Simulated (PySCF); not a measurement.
2,2-difluoro-4-methyl-1,3-dioxole (C4H4F2O2), SMILES CC1=COC(F)(F)O1. Atoms are numbered in the order given.

```xyz
12

C     -0.5437     2.6432     0.0000
C      0.0297     1.2858     0.0000
C      1.2704     0.7957     0.0000
O      1.2225    -0.5813     0.0000
C     -0.1025    -0.9291     0.0000
F     -0.3916    -1.6743     1.0687
F     -0.3916    -1.6743    -1.0687
O     -0.8515     0.2198     0.0000
H      0.2579     3.3927     0.0000
H     -1.1749     2.7999     0.8888
H     -1.1749     2.7999    -0.8888
H      2.2493     1.2632     0.0000
```
Charge 0, spin multiplicity 1.

The structure is a stationary point at PBE0-D3(BJ)/def2-SVP. Other conformers were not sampled.

Two levels are set side by side: PBE/pcSseg-1 (PySCF) and KT2/pcSseg-1 (PySCF). GIAO shifts against CFCl3 (¹⁹F), H2O (¹⁷O), TMS (¹H), TMS (¹³C) at the same level; non-relativistic, no solvent, atoms listed together averaged. Differences are taken from unrounded values.

| quantity | KT2 |
|---|---|
| δ(¹³C) of C1 (ppm) | 13.3 |
| δ(¹³C) of C2 (ppm) | 136.4 |
| δ(¹³C) of C3 (ppm) | 122.3 |
| δ(¹⁷O) of O4 (ppm) | 170.7 |
| δ(¹³C) of C5 (ppm) | 138.9 |
| δ(¹⁹F) of F6, F7 (ppm) | -94.9 |
| δ(¹⁷O) of O8 (ppm) | 188.7 |
| δ(¹H) of H12 (ppm) | 6.54 |

### Question
What does PBE give, and how far is it from KT2? (An estimate is asked for; the answer gives what the named calculation found.)

### Answer

```csv
quantity,PBE,PBE minus KT2
δ(¹³C) of C1 (ppm),13.3,0.0
δ(¹³C) of C2 (ppm),142.4,5.9
δ(¹³C) of C3 (ppm),127.4,5.1
δ(¹⁷O) of O4 (ppm),181.7,11.0
δ(¹³C) of C5 (ppm),144.6,5.7
"δ(¹⁹F) of F6, F7 (ppm)",-85.0,9.8
δ(¹⁷O) of O8 (ppm),200.5,11.8
δ(¹H) of H12 (ppm),6.41,-0.13
```

Rough cost on one machine, each run with all the roots and properties that it gave: KT2 against PBE within a factor of 2.
